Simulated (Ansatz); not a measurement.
`C=C[CH2][GaH][Cl]` + SiH₄ → `[SiH3][CH2][GaH][Cl]` + `C=C` at 500 K and 1 bar (formal exchange of groups at a C–C bond).

Isolated molecules relaxed with PBE0-D4/def2-TZVP in Ansatz; ΔE leaves out vibrations. CBS: MP2 limit from def2 TZ/QZ plus the TZ coupled-cluster correction, frozen cores. This one scheme is used for every species. For Ga outer-core shells are correlated without core-valence functions, which leaves a few kJ/mol of doubt a bond. Scalar relativity is left out up to krypton. One conformer a species, not always the lowest.

| species | CCSD(T)/CBS energy (Eh) | H − E (kJ/mol) | S (J/(mol·K)) |
| --- | --- | --- | --- |
| `C=C[CH2][GaH][Cl]` | -2501.51881 | 253.0 | 440.1 |
| SiH₄ | -291.46306 | 102.4 | 230.9 |
| `[SiH3][CH2][GaH][Cl]` | -2714.51621 | 204.8 | 441.5 |
| `C=C` | -78.48111 | 155.1 | 245.3 |

H − E and S are ideal-gas, rigid-rotor, harmonic terms from PBE0-D4/def2-TZVP, for one conformer and one mirror image of each species. 1 Eh = 2625.50 kJ/mol, R = 8.31446 J/(mol·K).

Task: By hand: ΔE, ΔH, ΔS and ΔG.

Result: ΔE = (-2714.51621) + (-78.48111) − (-2501.51881) − (-291.46306) = -0.01545 Eh = -40.6 kJ/mol. Δ(H − E) = 204.8 + 155.1 − 253.0 − 102.4 = 4.5, so ΔH = -36.1 kJ/mol. ΔS = 441.5 + 245.3 − 440.1 − 230.9 = 15.8 J/(mol·K). ΔG = -36.1 − 500 × (15.8)/1000 = -44.0 kJ/mol.

Task: By hand: the equilibrium constant, and the temperature at which ΔG would vanish if ΔH and ΔS stayed fixed.

Result: log₁₀ K = −ΔG/(RT ln 10) = 4.6. ΔH and −TΔS have one sign here, so there is no such temperature.

ΔH outweighs TΔS. A doubt of 5 kJ/mol in ΔE shifts log₁₀ K by 0.5 here. Other conformers and mirror images would add mixing entropy, several J/(mol·K) or more a flexible species. Modes under 60 cm⁻¹, often nearly free rotors, make the harmonic entropy too high. These are equilibria of isolated gas molecules and say nothing of rates. Largest T1 diagnostic: 0.012 (customary marks: 0.02 for closed shells, 0.045 for open ones).
